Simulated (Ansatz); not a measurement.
C$_{6}$H$_{16}$BN, SMILES `BN(C(C)C)C(C)C`. Total charge 0; spin multiplicity 1. Geometry: relaxed with PBE0-D4/def2-TZVP. It is one conformer, not always the lowest.

```xyz
24

B     0.863   -1.636    0.921
N     0.393   -0.464    0.354
C     1.120    0.799    0.499
C     0.316    1.838    1.269
C     1.604    1.340   -0.839
C    -0.853   -0.411   -0.426
C    -0.764   -1.270   -1.678
C    -2.058   -0.782    0.424
H     1.886   -1.610    1.544
H     0.250   -2.656    0.787
H     2.000    0.550    1.096
H    -0.584    2.143    0.727
H     0.918    2.735    1.429
H     0.014    1.448    2.242
H     0.774    1.619   -1.493
H     2.212    2.234   -0.684
H     2.214    0.597   -1.358
H    -0.984    0.626   -0.747
H    -1.673   -1.171   -2.276
H    -0.642   -2.322   -1.412
H     0.087   -0.974   -2.294
H    -2.127   -0.140    1.305
H    -1.984   -1.817    0.763
H    -2.981   -0.676   -0.153
```

**Question.** What is the dipole moment at PBE/def2-TZVPP? (Estimate.)

**Answer.** Computed: 2.15 D, with components (-0.66, 1.86, -0.85) D in this frame, pointing from negative to positive charge.

**Question.** And with r2SCAN, B3LYP, ωB97M-V? (Best estimate.)

**Answer.** Computed: r2SCAN 2.09 D, B3LYP 2.03 D, ωB97M-V 2.02 D.

**Question.** Give the Mulliken charges with PBE, ωB97M-V, B3LYP in def2-TZVPP. (An estimate is asked.)

**Answer.** Ansatz gave: 
```json
{"atom": "B1", "PBE": "-0.21", "ωB97M-V": "-0.19", "B3LYP": "-0.17"}
{"atom": "N2", "PBE": "0.02", "ωB97M-V": "-0.10", "B3LYP": "-0.09"}
{"atom": "C3", "PBE": "0.11", "ωB97M-V": "-0.03", "B3LYP": "0.13"}
{"atom": "C4", "PBE": "-0.26", "ωB97M-V": "-0.30", "B3LYP": "-0.27"}
{"atom": "C5", "PBE": "-0.26", "ωB97M-V": "-0.30", "B3LYP": "-0.27"}
{"atom": "C6", "PBE": "0.10", "ωB97M-V": "-0.10", "B3LYP": "0.13"}
{"atom": "C7", "PBE": "-0.25", "ωB97M-V": "-0.28", "B3LYP": "-0.27"}
{"atom": "C8", "PBE": "-0.25", "ωB97M-V": "-0.28", "B3LYP": "-0.27"}
{"atom": "H9", "PBE": "-0.01", "ωB97M-V": "0.06", "B3LYP": "0.00"}
{"atom": "H10", "PBE": "-0.01", "ωB97M-V": "0.05", "B3LYP": "0.00"}
{"atom": "H11", "PBE": "0.04", "ωB97M-V": "0.08", "B3LYP": "0.05"}
{"atom": "H12", "PBE": "0.07", "ωB97M-V": "0.10", "B3LYP": "0.07"}
{"atom": "H13", "PBE": "0.08", "ωB97M-V": "0.11", "B3LYP": "0.08"}
{"atom": "H14", "PBE": "0.09", "ωB97M-V": "0.12", "B3LYP": "0.09"}
{"atom": "H15", "PBE": "0.07", "ωB97M-V": "0.10", "B3LYP": "0.07"}
{"atom": "H16", "PBE": "0.08", "ωB97M-V": "0.11", "B3LYP": "0.08"}
{"atom": "H17", "PBE": "0.09", "ωB97M-V": "0.12", "B3LYP": "0.09"}
{"atom": "H18", "PBE": "0.04", "ωB97M-V": "0.09", "B3LYP": "0.04"}
{"atom": "H19", "PBE": "0.07", "ωB97M-V": "0.10", "B3LYP": "0.08"}
{"atom": "H20", "PBE": "0.08", "ωB97M-V": "0.11", "B3LYP": "0.09"}
{"atom": "H21", "PBE": "0.08", "ωB97M-V": "0.11", "B3LYP": "0.08"}
{"atom": "H22", "PBE": "0.08", "ωB97M-V": "0.11", "B3LYP": "0.08"}
{"atom": "H23", "PBE": "0.08", "ωB97M-V": "0.11", "B3LYP": "0.09"}
{"atom": "H24", "PBE": "0.07", "ωB97M-V": "0.10", "B3LYP": "0.08"}
```

B3LYP here is the variant with VWN-RPA as its local correlation; programs differ in this.
